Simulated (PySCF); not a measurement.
**Electron correlation in As⁺ (arsenic, charge +1)**

[Ar] 3d10 4s2 4p2, high-spin 3P determinant. All numbers are calculated (PySCF 2.14, no relativity, point nucleus, in def2-SVP (5s4p3d, 32 functions)). Frozen: [Ar] 3d10; 4 electrons correlated.

MP2 pair energies summed by pair of shells (mhartree):

```tsv
pair	energy	share (%)
4s-4p	-26.38	59.8
4s-4s	-13.29	30.1
4p-4p	-4.44	10.1
```

Total MP2 correlation energy: -44.11 mhartree.

Same-spin part -7.18 and opposite-spin part -36.93 mhartree; SCS-MP2 scales them by 1/3 and 6/5 to -46.71 mhartree.

```
  level  correlation energy (mhartree)
   CCSD                         -61.02
    (T)                          -0.78
CCSD(T)                         -61.80
```

Diagnostics: T1 = 0.0070, D1 = 0.0193, largest double amplitude 0.100.

Cost of the coupled-cluster step: 0.14 s of wall time on 1 thread of Neoverse-V1 (shared host), for 4 correlated electrons.
